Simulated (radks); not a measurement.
Q: The table gives one normalised radial function P(r) = r R(r) of Tm25+ in [Kr] 4d8 (r in bohr). All-electron calculation, scalar-relativistic Kohn-Sham, PBEsol, spin-polarised, spherical densities, finite nucleus; open shells are filled with parallel spins first (spin-orbit coupling, left out, can overturn this in heavy ions); Fermi nuclear charge, rms radius 5.2256 fm. Program: a radial shooting solver on a logarithmic mesh with Libxc functionals.

r         P
0.002481   0.2683
0.003154   0.3124
0.004042   0.3594
0.005138   0.4023
0.006584   0.4376
0.00837    0.4541
0.01073    0.4401
0.01363    0.3821
0.01747    0.2615
0.02239    0.0707
0.02846   -0.1725
0.03648   -0.4461
0.04637   -0.6577
0.05942   -0.7101
0.07554   -0.4992
0.0968     0.0065
0.1231     0.6213
0.1577     1.0361
0.2005     0.8647
0.2569     0.0146
0.3266    -1.0539
0.4185    -1.7179
0.5363    -1.5669
0.6817    -0.9341
0.8736    -0.3456
1.111     -0.0788
1.423     -0.0089

Which n and l does it have? It may be an empty orbital.

A: n = 4, l = 0: the number of nodes gives n - l - 1 = 3, the rise at small r (about r^(l+1), flatter next to the nucleus through relativity) gives l, and the extent must fit the shell. The curve is that of 4s down; the table hardly tells the two spins apart. 4s down: eigenvalue -1183.7 eV, 3 radial nodes at r = 0.0241, 0.0965, 0.258 bohr, <r> = 0.469 bohr, 90 % of the charge inside 0.666 bohr.
